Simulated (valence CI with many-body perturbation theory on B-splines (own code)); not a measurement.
E1 transitions of Pd15+

Computed by relativistic CI+MBPT: three valence electrons over a frozen Dirac-Fock core [Ar] 3d10, a basis of 11 s, 11 p, 10 d, 8 f, 5 g, 2 h functions for each j, with the one-electron correlation potential Σ1, the two-electron term Σ2, the three-electron term Σ3, Breit, model QED; selected CI, second order for the rest, scaled by the run's own slope (own B-spline code, finite nucleus).

No measured levels were compared; by estimate levels hold to about 250 cm⁻¹ or 0.2 % of their energy and the worst to 1 %, as in measured heavy ions of charge 2 to 7; those with d or f electrons hold less well.

Lines 1 to 50 of 551 in falling wavelength, among levels below 1736600 cm⁻¹, chosen from the strongest by gf and those to the six lowest levels. Wavelengths and rates use the calculated energies, so an error of 1000 cm⁻¹ moves a line at 85.27 nm by 0.85 % and its rate by three times that or more. Electric multipoles are in the length gauge with retardation, E1 and E2 with the static RPA response of the core. Weak lines are less certain than strong ones. Lines between different terms over intervals too small for the method are left out, as are lines whose strength nearly cancels. The highest levels of a list are the least certain.

Names give the largest LS component (configuration and term), which can be under half, so a name can repeat, a term be missing and a line seem to break the LS rules; names also repeat where a configuration has a term twice. Letters in brackets count levels of one name in rising energy.

| λ vac (nm) | Upper | Lower | A (s⁻¹) | S (a.u.) |
| --- | --- | --- | --- | --- |
| 85.27 | 4s4p5p ⁴P_3/2 [b] | 4s4p5s ²P°_3/2 [a] | 7.32e+08 | 8.95e-01 |
| 83.02 | 4s4p5p ⁴P_5/2 | 4s4p5s ²P°_3/2 [a] | 5.49e+08 | 9.31e-01 |
| 79.66 | 4s4p5p ⁴D_1/2 | 4s4p5s ⁴P°_1/2 | 2.13e+09 | 1.06e+00 |
| 79.64 | 4s4p5p ⁴D_3/2 | 4s4p5s ⁴P°_3/2 | 1.48e+09 | 1.48e+00 |
| 78.53 | 4s4p5p ²P_1/2 [b] | 4s4p5s ²P°_3/2 [b] | 1.88e+09 | 9.00e-01 |
| 77.24 | 4s4p5p ²D_3/2 [b] | 4s4p5s ²P°_3/2 [b] | 1.70e+09 | 1.55e+00 |
| 76.19 | 4s²5p ²P°_1/2 | 4s²5s ²S_1/2 | 2.65e+09 | 1.16e+00 |
| 76.17 | 4s4p5p ²D_3/2 [b] | 4s4p5s ²P°_1/2 [b] | 9.95e+08 | 8.68e-01 |
| 75.20 | 4s4p5p ²P_1/2 [a] | 4s4p5s ²P°_1/2 [a] | 2.17e+09 | 9.11e-01 |
| 74.34 | 4s4p5p ⁴P_3/2 [b] | 4s4p5s ⁴P°_5/2 | 1.71e+09 | 1.39e+00 |
| 72.63 | 4s4p5p ⁴P_5/2 | 4s4p5s ⁴P°_5/2 | 2.36e+09 | 2.68e+00 |
| 72.39 | 4s4p5p ⁴P_1/2 | 4s4p5s ⁴P°_3/2 | 2.99e+09 | 1.12e+00 |
| 72.33 | 4s4p5p ⁴S_3/2 | 4s4p5s ²P°_3/2 [a] | 1.63e+09 | 1.21e+00 |
| 69.66 | 4s4p5p ²D_3/2 [a] | 4s4p5s ²P°_1/2 [a] | 2.02e+09 | 1.35e+00 |
| 68.95 | 4s4p5p ²D_5/2 [a] | 4s4p5s ²P°_3/2 [a] | 2.76e+09 | 2.68e+00 |
| 67.79 | 4s4p5p ²D_5/2 [b] | 4s4p5s ²P°_3/2 [b] | 3.77e+09 | 3.47e+00 |
| 67.39 | 4s4p5p ²P_3/2 | 4s4p5s ²P°_3/2 [b] | 1.35e+09 | 8.14e-01 |
| 67.02 | 4s4p5p ⁴D_7/2 | 4s4p5s ⁴P°_5/2 | 4.36e+09 | 5.18e+00 |
| 66.57 | 4s4p5p ²P_3/2 | 4s4p5s ²P°_1/2 [b] | 2.69e+09 | 1.57e+00 |
| 66.08 | 4s4p5p ⁴D_5/2 | 4s4p5s ⁴P°_3/2 | 4.44e+09 | 3.80e+00 |
| 65.78 | 4s²5p ²P°_3/2 | 4s²5s ²S_1/2 | 4.02e+09 | 2.26e+00 |
| 65.01 | 4s4p5p ⁴P_3/2 [a] | 4s4p5s ⁴P°_1/2 | 3.89e+09 | 2.11e+00 |
| 64.31 | 4s4p5p ⁴S_3/2 | 4s4p5s ⁴P°_5/2 | 2.13e+09 | 1.12e+00 |
| 62.93 | 4s4p5p ²S_1/2 | 4s4p5s ²P°_3/2 [a] | 4.38e+09 | 1.08e+00 |
| 62.76 | 4s4p5p ²D_3/2 [a] | 4s4p5s ⁴P°_3/2 | 1.87e+09 | 9.14e-01 |
| 61.63 | 4s4p5p ²D_5/2 [a] | 4s4p5s ⁴P°_5/2 | 1.34e+09 | 9.32e-01 |
| 47.81 | 4s4p² ⁴P_1/2 | 4s²4p ²P°_3/2 | 6.42e+07 | 6.92e-03 |
| 47.36 | 4s²5d ²D_5/2 | 4s²5p ²P°_3/2 | 1.35e+10 | 4.24e+00 |
| 43.94 | 4s²5d ²D_3/2 | 4s²5p ²P°_1/2 | 1.28e+10 | 2.15e+00 |
| 42.61 | 4p4d² ⁴G°_11/2 [b] | 4s4p4f ²G_9/2 [a] | 1.03e+09 | 4.72e-01 |
| 42.37 | 4p³ ²D°_5/2 | 4s4p² ²P_3/2 | 2.62e+09 | 5.90e-01 |
| 42.06 | 4s4p² ⁴P_3/2 | 4s²4p ²P°_3/2 | 9.19e+07 | 1.35e-02 |
| 40.02 | 4p²4d ²G_7/2 | 4s4p4d ²F°_5/2 | 2.01e+09 | 5.09e-01 |
| 38.81 | 4s4p² ⁴P_5/2 | 4s²4p ²P°_3/2 | 6.88e+08 | 1.19e-01 |
| 38.20 | 4s4p² ⁴P_1/2 | 4s²4p ²P°_1/2 | 6.77e+08 | 3.72e-02 |
| 37.13 | 4p4d² ⁴G°_9/2 [a] | 4s4d² ²G_9/2 | 1.71e+09 | 4.31e-01 |
| 35.89 | 4p²4d ²G_9/2 | 4s4p4d ²F°_7/2 [b] | 3.38e+09 | 7.70e-01 |
| 35.39 | 4p4d² ⁴G°_5/2 [a] | 4s4p4f ⁴F_3/2 | 3.28e+09 | 4.31e-01 |
| 35.21 | 4p4d² ⁴G°_7/2 | 4s4p4f ⁴G_7/2 | 2.13e+09 | 3.68e-01 |
| 35.19 | 4p²4d ²F_7/2 [b] | 4s4p4d ²D°_5/2 [c] | 2.60e+09 | 4.48e-01 |
| 34.82 | 4p³ ²P°_1/2 | 4s4p² ²S_1/2 | 8.76e+09 | 3.65e-01 |
| 34.48 | 4p4d² ⁴G°_11/2 [a] | 4s4p4f ⁴G_11/2 | 2.15e+09 | 5.23e-01 |
| 34.46 | 4p4d² ⁴G°_9/2 [b] | 4s4d² ⁴F_9/2 [a] | 2.87e+09 | 5.80e-01 |
| 34.04 | 4p²4d ²F_7/2 [a] | 4s4p4d ²D°_5/2 [a] | 2.80e+09 | 4.36e-01 |
| 33.90 | 4p³ ⁴S°_3/2 [a] | 4s4p² ²D_3/2 | 2.45e+09 | 1.89e-01 |
| 33.62 | 4p4d² ⁴D°_7/2 [a] | 4s4d² ⁴F_9/2 [a] | 2.82e+09 | 4.24e-01 |
| 33.24 | 4p²4d ²G_9/2 | 4s4p4d ²F°_7/2 [a] | 3.45e+09 | 6.25e-01 |
| 33.10 | 4p²4d ⁴F_9/2 | 4s4p4d ⁴D°_7/2 | 2.84e+09 | 5.09e-01 |
| 33.07 | 4s4p² ²D_3/2 | 4s²4p ²P°_3/2 | 1.35e+08 | 9.60e-03 |
| 33.02 | 4p²4d ⁴F_5/2 | 4s4p4d ⁴D°_3/2 | 3.95e+09 | 4.21e-01 |
